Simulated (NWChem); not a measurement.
CdSi$_{2}$H$_{6}$; SMILES [SiH3][Cd][SiH3]

```xyz
9

Cd    -0.6928     0.0001     0.0000
Si    -0.6935     0.0001     2.5363
H     -1.3418     1.2308     3.0973
H     -1.4358    -1.1762     3.0975
H      0.6957    -0.0541     3.0988
Si    -0.6935     0.0001    -2.5363
H     -1.4358    -1.1762    -3.0975
H     -1.3418     1.2308    -3.0973
H      0.6957    -0.0541    -3.0988
```
Atoms are numbered in this order, from 1.

Results from NWChem. Coordinates come from a PBE0/def2-SVP optimisation. No frequency run checked for a minimum. def2 effective core potentials on Cd; no spin-orbit coupling. Ions are spin-unrestricted doublets at the neutral geometry; other ion states weren't tried.

**Question.** Predict the results for PBE/def2-SVP. Quantities: vertical ionisation energy, ΔSCF (eV); −ε(HOMO) (eV).

**Answer.** 
```
Quantity                               Result
-------------------------------------  ------
vertical ionisation energy, ΔSCF (eV)    8.36
−ε(HOMO) (eV)                            5.78
```
